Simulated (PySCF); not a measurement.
# Two-component Hartree-Fock for Re⁶³⁺ (rhenium, charge +63)

Start: [Ne] 3s2. Calculated with PySCF 2.14 in an even-tempered Gaussian basis (17 s from 21 bohr⁻², ratio 2.4; 14 p from 27 bohr⁻², ratio 2.4; 4 d from 87 bohr⁻², ratio 2.6; 4 f from 130 bohr⁻², ratio 2.6): generalised Hartree-Fock with the X2C-1e Hamiltonian and a Gaussian nucleus; one run each with spin-orbit coupling (SO) switched off, then screened by Boettger's factors.

| spinor shell | electrons | ε, spin-free (eV) | ε, screened SO (eV) | weight of nominal j (screened SO) | rms radius, screened SO (bohr) |
| --- | --- | --- | --- | --- | --- |
| 1s1/2 | 2 | -77491.4 | -77474.5 | 1.000 | 0.0204 |
| 2s1/2 | 2 | -17750.7 | -17746.5 | 1.000 | 0.0809 |
| 2p1/2 | 2 | -16175.9 | -17239.8 | 1.000 | 0.0687 |
| 2p3/2 | 4 | -16175.9 | -15751.2 | 1.000 | 0.0758 |
| 3s1/2 | 2 | -7237.2 | -7236.5 | 1.000 | 0.193 |

| quantity | spin-free | screened SO |
| --- | --- | --- |
| E (hartree) | -11923.74978 | -11940.20343 |
| M_J | 0 | 0 |
| ⟨J²⟩ | 0.000 | 0.000 |
| ⟨L²⟩ | 0.000 | 0.036 |
| ⟨S²⟩ | 0.000 | 0.036 |

Breit and QED terms are absent; they matter most for the inner s and p1/2 levels.

Densities and radii are taken from the X2C orbitals without a picture-change correction, which distorts them close to the nucleus.

Without spin-orbit coupling the j labels of p, d and f shells carry no meaning; the spin-free column gives the mean over the occupied spinors of each nl shell.
